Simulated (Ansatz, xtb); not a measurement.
**Ranking isomers of C4H12OSi**

5 gas-phase structures of C4H12OSi, from a drawn sample of its isomers (lower ones may exist). Each was relaxed with GFN2-xTB; where two conformers were screened, the lower at r2SCAN-D4/def2-SVP is listed:

A. `CC[SiH](C)OC`, a singlet
B. `CO[Si](C)(C)C`, a singlet
C. `COC[SiH](C)C`, a singlet
D. `CO[C@@H](C)[SiH2]C`, a singlet
E. `CC[SiH2]COC`, a singlet

Question: Make a reasoned guess at their ranking by r2SCAN-D4/def2-SVP single-point energy.

Answer: Calculated order at r2SCAN-D4/def2-SVP: B (0.0), A (53.3), C (170.4), D (206.0), E (221.8) kJ/mol.

Energies above the lowest of each column, in kJ/mol; the last columns are at PBE-D3(BJ)/def2-SVP geometries and were run for some of them only (a dash: not run or not comparable):

| structure | GFN2-xTB | HF/STO-3G | r2SCAN-D4/def2-SVP | PBE-D3(BJ)/def2-SVP | CCSD(T)/def2-SVP + ΔMP2/def2-TZVPP |
| --- | --- | --- | --- | --- | --- |
| B | 22.3 | 0.0 | 0.0 | 0.0 | 0.0 |
| A | 0.0 | 56.5 | 53.3 | 49.6 | 56.0 |
| C | 159.4 | 89.0 | 170.4 | 164.5 | 190.8 |
| D | 137.8 | 141.9 | 206.0 | – | – |
| E | 145.8 | 140.1 | 221.8 | – | – |

CCSD(T)/def2-SVP + ΔMP2/def2-TZVPP puts B lowest of those it was run on; GFN2-xTB picks A. Flexible structures stand in one conformer each, not always the lowest. Frequencies (GFN2-xTB) were run for A, B, C alone. The ΔMP2 step shifts differences by up to 18.7 kJ/mol, which makes them less sure. ΔMP2 is the change of the MP2 energy from the smaller to the larger basis.

Over these structures GFN2-xTB departs from r2SCAN-D4/def2-SVP by 34.3 kJ/mol on average once a common shift is removed. A GFN2-xTB relaxation took about 0.11 s and the r2SCAN-D4/def2-SVP energy about 1.7 s on a shared host (Ansatz 0.2.0, xtb 6.7.1).
